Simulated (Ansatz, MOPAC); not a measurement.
Process, species as SMILES: CB(C)O [dimethylborinic acid] -> CB([O])C + H atom (the H-O bond breaks)

Wanted: bond dissociation energy (enthalpy at 298 K), in kcal/mol. Terms: open shells spin-unrestricted; non-relativistic; frozen cores in correlated levels; dispersion terms only where a functional's name holds one; no spin-orbit coupling. CBS(X,Y): correlation extrapolated as X^-3; Hartree-Fock from the larger set. Ab initio and DFT rows: single points at B3LYP-D3(BJ) geometries (Ansatz, a first-principles code), with unscaled harmonic terms from B3LYP/6-31G* (Ansatz) at its own minima. Semi-empirical rows: MOPAC heats of formation at their own minima for 298 K.

```csv
species,coefficient,"E at B3LYP/STO-3G (Ansatz), Eh","E at PBE/def2-TZVPD (Ansatz), Eh","H(298 K) - E, kcal/mol","heat of formation at MNDO (MOPAC), kcal/mol"
CB(C)O,-1,-178.26685,-180.39942,62.54,-109.02
CB(C)[O],+1,-177.62656,-179.73854,54.21,-62.13
H atom,+1,-0.46753,-0.49962,1.48,52.10
```

Coupled cluster (Ansatz) is a level with limits of its own, used here on species with T1 under 0.025 (0.045 for open shells) and stable references: CCSD(T)/CBS(aug-cc-pVTZ,aug-cc-pVQZ). Value to compare with, CCSD(T)/CBS(aug-cc-pVTZ,aug-cc-pVQZ) (Ansatz): 105.2 kcal/mol. 1 Eh = 627.5095 kcal/mol.

**Question.** Compute it at each level from the table, and compare with CCSD(T)/CBS(aug-cc-pVTZ,aug-cc-pVQZ) (Ansatz).

**Answer.** 
- B3LYP/STO-3G: the sum of coefficient times E is 0.17276 Eh, or 108.41 kcal/mol; the thermal terms add -6.85. Result: 101.6 kcal/mol. Its difference against CCSD(T)/CBS(aug-cc-pVTZ,aug-cc-pVQZ) (Ansatz) is -3.6 kcal/mol.
- PBE/def2-TZVPD: the sum of coefficient times E is 0.16126 Eh, or 101.19 kcal/mol; the thermal terms add -6.85. Result: 94.3 kcal/mol. Its difference against CCSD(T)/CBS(aug-cc-pVTZ,aug-cc-pVQZ) (Ansatz) is -10.9 kcal/mol.
- MNDO: the sum of coefficient times heat of formation is 98.99 kcal/mol; it needs no thermal term. Its difference against CCSD(T)/CBS(aug-cc-pVTZ,aug-cc-pVQZ) (Ansatz) is -6.2 kcal/mol.
